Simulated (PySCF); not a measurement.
A PySCF script (with the pyscf-properties extension) for the NMR shieldings of SMILES C1(OC)(F)CCC1, C5H9FO, on a GFN2-xTB geometry:

```python
import basis_set_exchange as bse
import numpy as np
from pyscf import gto, dft
from pyscf.prop import nmr

atoms = """
C     2.337280   -0.156635    0.528651
O     1.060832   -0.370014    1.108468
C     0.037457    0.356664    0.556603
F     0.316070    1.715236    0.705466
C    -1.347817   -0.013881    1.098888
C    -1.824276   -0.297618   -0.336330
C    -0.423968    0.038309   -0.880068
H     3.018215   -0.812764    1.065094
H     2.650825    0.883355    0.650165
H     2.337118   -0.411637   -0.535399
H    -1.843655    0.812476    1.600253
H    -1.310698   -0.876265    1.757810
H    -2.137167   -1.323592   -0.510844
H    -2.603394    0.377038   -0.681400
H     0.103117   -0.804519   -1.320824
H    -0.377537    0.892790   -1.550461
"""
names = dict.fromkeys(["C", "O", "F", "H"], "pcSseg-1")
basis = {el: gto.basis.parse(bse.get_basis(n, elements=[el], fmt="nwchem")) for el, n in names.items()}
mol = gto.M(atom=atoms, basis=basis, charge=0, verbose=0)
mf = dft.RKS(mol, xc="PBE0")
mf.grids.level = 2
mf.grids.alignment = dft.numint.BLKSIZE   # the property module wants whole blocks of grid points
mf.conv_tol = 1e-9
mf.kernel()

calc = nmr.RKS(mf)   # GIAO
C = mf.mo_coeff
Co = C[:, mf.mo_occ > 0]
resp = mf.gen_response(singlet=True, hermi=2)
def vind(x):   # induced exchange potential for any number of trial vectors
    d = np.einsum("pi,xij,qj->xpq", C, 2 * x.reshape(-1, C.shape[1], Co.shape[1]), Co, optimize=True)
    return np.einsum("xpq,pi,qj->xij", resp(d - d.transpose(0, 2, 1)), C, Co, optimize=True).ravel()
mo1, _ = nmr.rhf.solve_mo1(calc, with_cphf=vind)
sigma = calc.kernel(mo1)
for i, s in enumerate(sigma):   # ppm
    w = np.linalg.eigvalsh((s + s.T) / 2)
    print("%2d %-2s iso %8.1f  s11 %8.1f  s22 %8.1f  s33 %8.1f" % (i, mol.atom_pure_symbol(i), w.mean(), *w))
```

**Question.** What does it print?

**Answer.** 
```
 0 C  iso    136.1  s11    111.5  s22    112.6  s33    184.2
 1 O  iso    247.0  s11    180.2  s22    258.3  s33    302.6
 2 C  iso     68.5  s11     48.8  s22     51.9  s33    104.8
 3 F  iso    296.8  s11    223.1  s22    291.4  s33    376.0
 4 C  iso    149.1  s11    131.4  s22    137.2  s33    178.6
 5 C  iso    177.5  s11    166.1  s22    182.4  s33    184.0
 6 C  iso    153.2  s11    134.1  s22    147.6  s33    178.1
 7 H  iso     28.2  s11     24.1  s22     26.1  s33     34.5
 8 H  iso     28.0  s11     23.4  s22     26.6  s33     34.1
 9 H  iso     28.4  s11     24.3  s22     27.1  s33     33.8
10 H  iso     29.1  s11     25.8  s22     27.4  s33     34.0
11 H  iso     29.2  s11     25.9  s22     28.0  s33     33.8
12 H  iso     30.1  s11     26.5  s22     27.2  s33     36.6
13 H  iso     29.9  s11     26.5  s22     26.9  s33     36.3
14 H  iso     29.2  s11     25.2  s22     29.0  s33     33.4
15 H  iso     29.3  s11     25.9  s22     27.8  s33     34.1
```

These numbers come from an equivalent density-fitted implementation of the same equations, which agrees with the script to about 0.01 ppm for H and up to a few tenths of a ppm for heavy atoms, so last digits may differ.

Size and cost of the density-fitted run: 164 basis functions, 21 s wall time on 1 thread of an Arm Neoverse V2, shared host; peak memory 0.74 GiB.
